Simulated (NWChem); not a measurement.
Molecule: MnO, sextet; SMILES [O]=[Mn]

```xyz
2

Mn     0.0000     0.0000    -0.3984
O      0.0000     0.0000     1.2258
```
Atoms are numbered in this order, from 1.

Coordinates come from a PBE0-D3(BJ)/def2-TZVP, spin-unrestricted optimisation. No stability test was run on the SCF state.

**Question.** List the 4 lowest vertical excitations from PBE/def2-SVPD, spin-unrestricted, TDA (NWChem).

**Answer.** 
```json
[
 {"state": "state 1", "energy (eV)": "1.59", "oscillator strength": "0.004", "<S²>": "8.91"},
 {"state": "state 2", "energy (eV)": "1.59", "oscillator strength": "0.004", "<S²>": "8.91"},
 {"state": "state 3", "energy (eV)": "2.60", "oscillator strength": "0.060", "<S²>": "8.84"},
 {"state": "state 4", "energy (eV)": "3.51", "oscillator strength": "0.001", "<S²>": "8.80"}
]
```
